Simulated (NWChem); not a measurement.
System: GeHSF, singlet; SMILES [SH][Ge][F]

Here is an NWChem input.

```
start job
memory heap 200 mb stack 900 mb global 1100 mb
geometry units angstroms noautoz
  Ge    -0.429977     0.512678     0.000000
  F      1.163966     1.249693     0.000000
  S      0.299889    -1.609351     0.000000
  H     -0.962314    -2.096335     0.000000
end
basis spherical
  * library 6-31g*
end
dft
  xc xpbe96 cpbe96
  iterations 150
end
tddft
  nroots 6
  notriplet
end
task tddft energy
```

Low-valent species are run as closed-shell singlets; no triplet was tried in these runs. Structure relaxed at the PBE0/def2-SVP level.

Vertical excitations in the gas phase.

Question: Give the results of this calculation. (PBE/6-31G* (spherical d), full TDDFT.) Quantities: lowest excitation, singlet (eV); oscillator strength of that lowest state; lowest state with f > 0.02, singlet (eV); oscillator strength of that bright state; orbital gap (eV).

Answer: The lowest excitation, singlet (eV) comes out as 3.81. The oscillator strength of that lowest state is 0.018, the lowest state with f > 0.02, singlet (eV) is 4.45 and the oscillator strength of that bright state is 0.039. The orbital gap (eV) is 3.33.
